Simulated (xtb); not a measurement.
CH9NSi4, SMILES [SiH3][SiH2][Si@H]1C=N[SiH2]1. All values are semi-empirical tight-binding results from xtb (GFN2-xTB unless named), good for trends rather than for accurate numbers. Geometry optimised at GFN2-xTB. The structure was generated by enumeration; whether it is a known compound was not checked. The values are those of a single conformer.

Computed properties:
| Quantity | Value |
|---|---|
| orbital gap | 1.97 eV |
| dipole moment | 2.79 D |
| zero-point energy | 52.6 kcal/mol |
| G − E(el) at 298.15 K (modified RRHO) | 29.0 kcal/mol |
| static polarisability (D4 model) | 128.0 bohr³ |
| solvation energy, GFN2-xTB/ALPB(water) | -2.7 kcal/mol |
| solvation energy, GFN2-xTB/ALPB(methanol) | -5.8 kcal/mol |
